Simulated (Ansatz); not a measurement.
`BBBr` + `[SH][GeH3]` → `B[S][GeH3]` + `BBr` at 400 K and 1 bar (cleavage of the B–B bond).

Gas-phase electronic energies from Ansatz, PBE0-D4/def2-TZVP geometries. CCSD(T)/CBS adds triple-zeta CCSD(T) − MP2 to the extrapolated MP2 energy (def2 sets, frozen cores). For Br, Ge outer-core shells are correlated without core-valence functions, which leaves a few kJ/mol of doubt a bond. Scalar relativity is left out up to krypton.

| species | CCSD(T)/CBS energy (Eh) | H − E (kJ/mol) | S (J/(mol·K)) |
| --- | --- | --- | --- |
| `BBBr` | -2624.69394 | 107.1 | 314.0 |
| `[SH][GeH3]` | -2476.30083 | 106.6 | 308.1 |
| `B[S][GeH3]` | -2501.70931 | 148.3 | 352.5 |
| `BBr` | -2599.32470 | 69.2 | 259.0 |

H − E and S are ideal-gas, rigid-rotor, harmonic terms from PBE0-D4/def2-TZVP. 1 Eh = 2625.50 kJ/mol, R = 8.31446 J/(mol·K).

By hand: ΔE, ΔH, ΔS and ΔG.

ΔE = (-2501.70931) + (-2599.32470) − (-2624.69394) − (-2476.30083) = -0.03924 Eh = -103.0 kJ/mol. Δ(H − E) = 148.3 + 69.2 − 107.1 − 106.6 = 3.8, so ΔH = -99.2 kJ/mol. ΔS = 352.5 + 259.0 − 314.0 − 308.1 = -10.6 J/(mol·K). ΔG = -99.2 − 400 × (-10.6)/1000 = -95.0 kJ/mol.

By hand: the equilibrium constant, and the temperature at which ΔG would vanish if ΔH and ΔS stayed fixed.

log₁₀ K = −ΔG/(RT ln 10) = 12.4. ΔG = 0 at ΔH/ΔS = 9358 K, far beyond where these terms or the molecules hold.

The number of gas molecules stays the same, so ΔS is small and ΔH decides. A doubt of 5 kJ/mol in ΔE shifts log₁₀ K by 0.7 here. Modes under 60 cm⁻¹, often nearly free rotors, make the harmonic entropy too high. These are equilibria of isolated gas molecules and say nothing of rates. Largest T1 diagnostic: 0.014 (customary marks: 0.02 for closed shells, 0.045 for open ones).
